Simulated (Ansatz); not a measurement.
Tuning the range parameter of LC-ωPBE so that −HOMO meets the ionisation energy; basis def2-SVP, Ansatz. System: S-phenyldibenzothiophenium benzoate (C25H18O2S). Charge 0, multiplicity 1. Geometry: r2SCAN-D4/def2-SVP. The ionised state is a doublet.

Geometry of the singlet:

```xyz
46

O    -1.186    1.423    1.356
C    -1.896    1.006    0.425
O    -1.527    0.249   -0.540
C    -3.359    1.412    0.395
C    -3.857    2.274    1.381
C    -5.200    2.658    1.371
C    -6.058    2.178    0.374
C    -5.566    1.316   -0.613
C    -4.222    0.936   -0.603
H    -3.161    2.628    2.147
H    -5.584    3.333    2.143
H    -7.111    2.477    0.366
H    -6.237    0.940   -1.392
H    -3.809    0.266   -1.361
C     4.155   -3.131   -2.641
C     2.982   -3.041   -3.392
C     1.883   -2.336   -2.888
C     1.976   -1.725   -1.634
S     0.464   -0.820   -1.099
C     1.215    0.751   -0.702
C     1.550    1.730   -1.627
C     2.111    2.912   -1.134
C     2.313    3.082    0.244
C     1.957    2.086    1.154
C     1.391    0.895    0.686
C     0.941   -0.271    1.441
C     0.956   -0.487    2.824
C     0.464   -1.687    3.338
C    -0.048   -2.683    2.492
C    -0.072   -2.493    1.107
C     0.432   -1.294    0.621
C     3.148   -1.811   -0.873
C     4.236   -2.518   -1.383
H     5.013   -3.684   -3.033
H     2.917   -3.520   -4.373
H     0.956   -2.261   -3.465
H     1.377    1.586   -2.696
H     2.386    3.709   -1.829
H     2.745    4.016    0.612
H     2.092    2.241    2.227
H     1.325    0.293    3.494
H     0.465   -1.849    4.419
H    -0.439   -3.611    2.916
H    -0.479   -3.253    0.436
H     3.206   -1.329    0.107
H     5.156   -2.592   -0.796
```

Single mean-field runs in def2-SVP are fitted with def2-universal-jkfit. In the singlet geometry the species has come apart into loosely held pieces. In the doublet geometry the species has come apart into loosely held pieces.

```json
{"ω (1/bohr)": "0.1", "HOMO (eV)": "-5.68", "LUMO (eV)": "-0.99", "vertical IE (eV)": "7.03", "HOMO + IE (eV)": "1.34"}
{"ω (1/bohr)": "0.15", "HOMO (eV)": "-6.26", "LUMO (eV)": "-0.52", "vertical IE (eV)": "7.13", "HOMO + IE (eV)": "0.87"}
{"ω (1/bohr)": "0.3", "HOMO (eV)": "-7.63", "LUMO (eV)": "0.19", "vertical IE (eV)": "7.39", "HOMO + IE (eV)": "-0.24"}
```

(1) Estimate the row for 0.2 bohr⁻¹.

(2) Where does the tuning condition hold?

Results:

(1) 
| ω (1/bohr) | HOMO (eV) | LUMO (eV) | vertical IE (eV) | HOMO + IE (eV) |
| --- | --- | --- | --- | --- |
| 0.2 | -6.77 | -0.19 | 7.23 | 0.46 |

(2) Near ω = 0.27 bohr⁻¹, by linear interpolation.
